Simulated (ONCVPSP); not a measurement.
## Te (Z = 52), ONCV: configuration errors across variants

Te (Z = 52), optimised norm-conserving Vanderbilt (ONCV), made with ONCVPSP 4.0.1 (LDA (Perdew-Wang 92), fully relativistic). Core [Kr] 4d10, reference 5s2 5p3 (charge +1). Waves: 5s: rc 1.90 bohr, ncon 4, nbas 7, qcut 3.3 1/bohr, 2 projectors, debl 0.8 Ha; 5p: rc 2.20 bohr, ncon 4, nbas 8, qcut 3.5 1/bohr, 1 projector; d scattering state at 0.14 Ha: rc 2.05 bohr, ncon 3, nbas 7, qcut 4.9 1/bohr, 2 projectors, debl 1.6 Ha. Local part: polynomial inside 1.35 bohr (lpopt 3, dvloc0 4 Ha). Core correction: Teter function, fcfact 5.5, rcfact 1.05.

Open shells are filled in proportion to 2j + 1.

In the s channel the program set the typed energies aside and used -0.872, 0.250 Ha.

All-electron excitation energies from the reference (eV): (1) 5s2 5p4 -9.932; (2) 5s2 5p2 18.194; (3) 5s2 5p1 45.452; (4) 5s0 5p6 8.913.

3 further variants failed, have other tests or another functional or relativity, and are left out.

A true bound ghost makes a file unfit for plane-wave use even where its test errors are small: the radial tests pick states by their node count and pass the ghost by.

Errors AE − PS in meV (a dash: test not solved or not reliable):

```tsv
change	(1)	(2)	(3)	(4)	bound ghosts	GHOST(+) flags above zero
base	+6.2	+8.7	+35	+13	d5/2, d3/2	s
d: nbas 6	+6.2	+8.7	+35	+13	d5/2, d3/2	s
all radii but the core radius scaled by about 0.85 (s 1.60, p 1.86, d 1.74 bohr); local potential polynomial inside 1.14 bohr (lpopt 3, dvloc0 4 Ha)	+8.8	+13	+55	+3.3	d5/2, d3/2	s, p3/2, p1/2
d: ncon 5, nbas 9	+6.2	+8.7	+35	+13	d5/2, d3/2	s
core correction Teter function, fcfact 5.5, rcfact 1.72	-38	-73	-376	-81	d5/2, d3/2	s
local potential polynomial inside 1.65 bohr (lpopt 5, dvloc0 3 Ha)	+5.6	+7.9	+33	+13	d5/2, d3/2	s
```

Question: Give the same row for: local potential polynomial inside 1.35 bohr (lpopt 3, dvloc0 7 Ha).

Answer: +5.4, +7.6, +32, +13; bound ghosts: d5/2, d3/2; GHOST(+) flags above zero: s.
